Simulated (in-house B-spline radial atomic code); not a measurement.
Computed with a B-spline radial atomic code. Model: two electrons, singlet ground state, non-relativistic, full CI in B-splines with partial waves to l = 8 (at full coupling up to 3e-4 hartree above the limit, correlation up to 0.6 % small), density held at that of full coupling by Lieb maximisation.

W(λ) is the mean repulsion in the state of coupling λ less the Hartree energy of the fixed density. Its start is exact exchange, its initial slope is twice the second-order Görling-Levy correlation energy, and its area from 0 to 1 is E_xc. A straight curve means weak, dynamic correlation, and a curve that drops fast and flattens means strong correlation.

Command:
```bash
python run_ac.py task.json out
```
Settings (lengths in bohr, energies in hartree):
```
potential              ball
strength               1
lmax                   8
wall_radius            1.81
```

Time taken, with all properties: 6.2 s on 1 thread of Intel(R) Xeon(R) Processor @ 2.30GHz, on a shared host.

**W = mean repulsion less Hartree energy, and W of three functionals.**

Given: confinement empty hard sphere; hard wall radius 1.81 bohr; external potential zero inside.

Computed: LDA exchange minus exact 126.95 millihartree; PBE exchange minus exact 39.505 millihartree.

```
coupling  W xc (hartree)  W xc minus exchange (millihartree)  kinetic minus Kohn-Sham (millihartree)  LDA (PW92) W minus its exchange (millihartree)  PBE W minus its exchange (millihartree)  SCAN W minus its exchange (millihartree)
       0        -0.95966                                   0                                       0                                               0                                        0                                         0
    0.02        -0.96191                               -2.25                                    0.02                                          -11.99                                    -4.15                                     -1.95
    0.05        -0.96524                              -5.579                                    0.14                                          -24.52                                    -9.94                                     -4.81
    0.12               ?                                   ?                                       ?                                               ?                                        ?                                         ?
    0.25        -0.98612                             -26.465                                    3.23                                          -78.02                                   -41.73                                    -22.54
     0.4         -1.0004                             -40.745                                    7.86                                         -106.02                                    -61.1                                    -34.67
     0.6         -1.0178                             -58.135                                   16.53                                         -136.21                                   -83.34                                    -49.58
     0.8         -1.0335                             -73.845                                    27.5                                         -161.27                                  -102.67                                    -63.27
       1         -1.0477                             -88.073                                   40.28                                         -182.82                                   -119.8                                    -75.91
     1.4         -1.0724                             -112.76                                   69.76                                         -218.64                                  -149.16                                    -98.53
       2         -1.1021                             -142.41                                  119.78                                         -260.46                                   -184.6                                   -127.12
       3         -1.1381                              -178.4                                  208.61                                         -311.43                                  -229.12                                   -164.47
     4.5         -1.1736                             -213.92                                  339.79                                            -364                                  -276.22                                   -204.73
       7               ?                                   ?                                       ?                                               ?                                        ?                                         ?
      10         -1.2338                             -274.13                                  747.21                                         -463.85                                  -368.03                                   -279.49
```

What belongs in the row 0.12?

W xc (hartree): -0.9728; W xc minus exchange (millihartree): -13.143; kinetic minus Kohn-Sham (millihartree): 0.78; LDA (PW92) W minus its exchange (millihartree): -46.88; PBE W minus its exchange (millihartree): -22.15; SCAN W minus its exchange (millihartree): -11.26.

What belongs in the row 7?

W xc (hartree): -1.2089; W xc minus exchange (millihartree): -249.23; kinetic minus Kohn-Sham (millihartree): 538.62; LDA (PW92) W minus its exchange (millihartree): -420.46; PBE W minus its exchange (millihartree): -327.83; SCAN W minus its exchange (millihartree): -247.98.

What is the SCAN exchange minus exact?

-11.061 millihartree.

**Energy parts, natural occupations and partial-wave weights.**

Computed: total energy 3.9381 hartree; correlation energy -0.047793 hartree; kinetic part of the DFT correlation energy 0.040279 hartree; kinetic part over minus potential part 0.45734; Hartree energy 1.9193 hartree; Kohn-Sham kinetic 3.0262 hartree; Lieb Oxford ratio E_xc over LDA exchange 1.2098.

```json
{"natural": "s", "occupation of the shell (electrons)": "1.9779"}
{"natural": "p", "occupation of the shell (electrons)": "0.02067"}
{"natural": "d", "occupation of the shell (electrons)": "0.00073007"}
{"natural": "s", "occupation of the shell (electrons)": "0.00044589"}
{"natural": "f", "occupation of the shell (electrons)": "?"}
{"natural": "p", "occupation of the shell (electrons)": "7.7029e-05"}
```

What belongs in the row f?

occupation of the shell (electrons): 9.2452e-05.

```json
{"wave": "s", "weight": "0.98918"}
{"wave": "p", "weight": "0.010375"}
{"wave": "d", "weight": "0.00037463"}
{"wave": "f", "weight": "?"}
{"wave": "g", "weight": "1.1023e-05"}
```

What belongs in the row f?

weight: 4.92e-05.

What is the exchange energy?

-0.95966 hartree.

What is the initial slope twice GL2?

-0.11308 hartree.

Half-way to full coupling W has made 56 % of its drop, against 50 % for a straight line, and second-order (GL2) theory, half the initial slope, overshoots the correlation energy by about 18 %: a moderate bend, as in light atoms. Over couplings 0 to 1 the errors in E_xc come to about +61 millihartree for LDA, +19 millihartree for PBE, -4.2 millihartree for SCAN, so SCAN is nearest. In LDA and PBE and SCAN the errors of exchange and correlation have opposite signs, so the sum is smaller than the larger of the two.
